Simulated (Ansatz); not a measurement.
C2H8O2Si, SMILES `OCOC[SiH3]`. Charge 0, multiplicity 1. The structure was optimised at the PBE0-D4/def2-TZVP level. It is one conformer, not always the lowest.

```xyz
13

O    -2.321    0.395   -0.423
C    -1.135    0.099   -1.098
O    -0.393   -0.910   -0.487
C     0.156   -0.533    0.773
Si    1.844    0.311    0.594
H    -2.878   -0.389   -0.445
H    -1.322   -0.259   -2.116
H    -0.578    1.043   -1.132
H     0.283   -1.454    1.349
H    -0.552    0.089    1.332
H     2.339    0.707    1.940
H     1.745    1.528   -0.256
H     2.812   -0.626   -0.031
```

What is the dipole moment at PBE/def2-TZVPP? (Estimate.)

Computed: 0.89 D, with components (-0.64, -0.62, 0.04) D in this frame, pointing from negative to positive charge.

And with r2SCAN, B3LYP, ωB97M-V? (Estimate.)

The calculation gave: r2SCAN 0.86 D, B3LYP 0.77 D, ωB97M-V 0.76 D.

Give the Mulliken charges with PBE, r2SCAN, B3LYP in def2-TZVPP. (Estimate.)

Ansatz gave: 
```tsv
atom	PBE	r2SCAN	B3LYP
O1	-0.30	-0.36	-0.34
C2	0.11	0.26	0.16
O3	-0.26	-0.32	-0.33
C4	-0.11	-0.06	-0.12
Si5	0.19	0.28	0.27
H6	0.18	0.20	0.18
H7	0.09	0.05	0.10
H8	0.06	0.03	0.07
H9	0.11	0.07	0.11
H10	0.09	0.08	0.10
H11	-0.06	-0.08	-0.07
H12	-0.05	-0.07	-0.07
H13	-0.05	-0.07	-0.06
```

B3LYP here is the variant with VWN-RPA as its local correlation; programs differ in this.
